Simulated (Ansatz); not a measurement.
Computed with Ansatz on PBE0-D4/def2-TZVP structures; ΔE is electronic, products minus reactants. CCSD(T)/CBS adds triple-zeta CCSD(T) − MP2 to the extrapolated MP2 energy (def2 sets, frozen cores). One conformer a species, not always the lowest.

Consider the redistribution: `[SiH3][AlH][PH2]` + `BN([SiH3])CC` → `[BH2][AlH][SiH3]` + `CCN([SiH3])P`.

`[SiH3][AlH][PH2]`:

```xyz
9

Si   -1.711    0.260   -0.379
Al    0.738    0.352   -0.517
P     2.028   -0.075    1.368
H    -2.190    0.002    1.008
H    -2.235   -0.838   -1.243
H    -2.342    1.527   -0.850
H     1.480    0.808   -1.847
H     1.244   -1.181    1.790
H     2.989   -0.854    0.669
```

`BN([SiH3])CC`:

Z-matrix (Å, degrees):
```
Si
N 1 1.749
H 1 1.488 2 110.4
H 1 1.488 2 109.2 3 117.7
H 1 1.479 2 109.1 3 -121.2
C 2 1.467 1 116.6 3 -56.6
B 2 1.396 1 122.5 3 124.2
C 6 1.517 2 112.5 1 88.2
H 6 1.097 2 109.3 1 -34.2
H 6 1.092 2 108.2 1 -150.1
H 7 1.200 2 119.1 1 177.7
H 7 1.197 2 119.6 1 -2.1
H 8 1.093 6 110.6 2 -179.1
H 8 1.092 6 111.4 2 -59.0
H 8 1.092 6 110.3 2 61.0
```

`[BH2][AlH][SiH3]`:

Cartesian coordinates in Å:
```
B -0.286 -1.756 1.338
Al -0.724 0.171 0.602
Si 0.596 1.145 -1.240
H -0.762 -2.752 0.865
H 0.486 -1.949 2.235
H -1.925 1.041 1.188
H -0.219 1.167 -2.491
H 1.839 0.381 -1.543
H 0.996 2.553 -0.953
```

`CCN([SiH3])P`:

Cartesian coordinates in Å:
```
C 1.441 -1.082 -0.173
C -0.052 -0.897 -0.369
N -0.519 0.459 -0.082
Si -1.191 0.777 1.482
P -0.327 1.711 -1.215
H 1.733 -2.109 -0.406
H 1.726 -0.872 0.861
H 2.010 -0.416 -0.824
H -0.597 -1.596 0.277
H -0.331 -1.149 -1.399
H -1.707 2.165 1.496
H -0.183 0.609 2.568
H -2.284 -0.198 1.755
H 1.046 1.563 -1.578
H -0.765 1.033 -2.392
```

```
           species  SCS-MP2/def2-TZVPP energy (Eh)
`[SiH3][AlH][PH2]`                      -875.49289
    `BN([SiH3])CC`                      -450.55307
`[BH2][AlH][SiH3]`                      -559.32554
    `CCN([SiH3])P`                      -766.62953
```

(1) Work out ΔE.

Largest T1 diagnostic among the species: 0.014.

Results:

(1) ΔE = (-559.32554) + (-766.62953) − (-875.49289) − (-450.55307) = 0.09089 Eh = +57.0 kcal/mol. CCSD(T)/CBS gives +57.4 kcal/mol.

In def2-TZVPP, CCSD(T) changes the Hartree–Fock value by +3.4 kcal/mol (the triples alone add +0.8 kcal/mol) and MP2 by +4.8 kcal/mol. The D4 term adds −0.9 kcal/mol with B3LYP and −0.5 kcal/mol with PBE0; it sums over pairs of atoms, weighted by their polarisabilities, and B3LYP, whose exchange is more repulsive, gets the larger term.

B3LYP here is the variant with VWN-RPA as its local correlation; programs differ in this.
